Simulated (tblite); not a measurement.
C3H11SSi2 (doublet state).
Z-matrix (Å and degrees, GFN2-xTB geometry), rows numbered from 1:
```
C 
C   1  1.5224
Si  2  1.8997  1  112.74
S   3  2.1638  2  107.10  1  -179.73
Si  4  2.1478  3  102.85  2   175.12
C   5  1.8886  4  106.29  3   179.88
H   1  1.0875  2  110.84  3   -57.56
H   1  1.0874  2  110.76  3    62.30
H   1  1.0887  2  110.77  3  -177.64
H   2  1.0933  1  109.39  3   121.08
H   2  1.0911  1  109.50  3  -122.68
H   3  1.4653  2  113.13  1    62.66
H   5  1.4599  4  107.12  3   -59.18
H   5  1.4610  4  107.67  3    59.27
H   6  1.0865  5  111.03  4    57.31
H   6  1.0857  5  110.86  4   177.38
H   6  1.0866  5  111.28  4   -62.36
```

Computed values, GFN2-xTB/tblite, gas phase, harmonic and unscaled. Against measured fundamentals such values can be off by several per cent, at times by over 20. Modes of hydrogen on silicon can be 10 to 20 % off. One conformer, not necessarily the lowest. Open shells enter through the occupations alone, without spin polarisation, and single modes of such species can be off by tens of per cent.

Harmonic wavenumbers (cm⁻¹): 26.0, 27.6, 53.5, 61.1, 101.9, 129.3, 157.5, 221.4, 270.0, 444.1, 482.0, 493.3, 502.5, 567.1, 606.9, 676.7, 711.9, 736.9, 768.6, 785.2, 825.8, 839.6, 975.7, 1018.2, 1079.1, 1227.8, 1272.5, 1368.5, 1420.7, 1467.6, 1474.4, 1475.0, 1510.3, 1512.3, 2213.0, 2266.1, 2287.9, 2943.4, 2981.5, 3018.0, 3031.4, 3035.2, 3038.9, 3039.0, 3043.8.

A = 7585, B = 650.6, C = 612.8 MHz; mass 135.012 u (most abundant isotopes); point group C1, symmetry number 1; spin multiplicity 2.

Question: Zero-point energy?

Answer: Half the sum of the wavenumbers: 28095 cm⁻¹ = 80.33 kcal/mol.

Question: What is S at 500 K and 1 bar for an ideal gas of classical rigid rotors and harmonic oscillators?

Answer: Translation 43.21, rotation 30.59, vibration 59.57, spin (R ln 2) 1.38: S = 134.8 cal/(mol K).

Question: And Cp and H(500 K) − H(0)?

Answer: Cp = 53.87 cal/(mol K), of which vibrations give 45.92 (their classical limit is 45 R = 89.4); H(500 K) − H(0) = 17.24 kcal/mol without the zero-point energy, 13.27 from vibrations.

Question: Which modes carry the vibrational entropy at 500 K?

Answer: 26.0 cm⁻¹: 7.14; 27.6 cm⁻¹: 7.02; 53.5 cm⁻¹: 5.71; 61.1 cm⁻¹: 5.44; 101.9 cm⁻¹: 4.43; 129.3 cm⁻¹: 3.96 cal/(mol K); the other 39 give 25.87 together.

Question: What must be added to the electronic energy to get the Gibbs energy at 500 K and 1 bar?

Answer: ZPE + [H(500 K) − H(0)] − T·S = 80.33 + 17.24 − 67.38 = 30.19 kcal/mol.

Hindered rotation and anharmonicity are outside this model. Other conformers, if any are populated, would add a mixing term that is left out. The structure is chiral; the term R ln 2 for an equal mix with its mirror image is left out.

Hardware: Arm Neoverse V1, one thread, shared host. Cost: 0.73 s wall. The figure is for the frequency step alone.
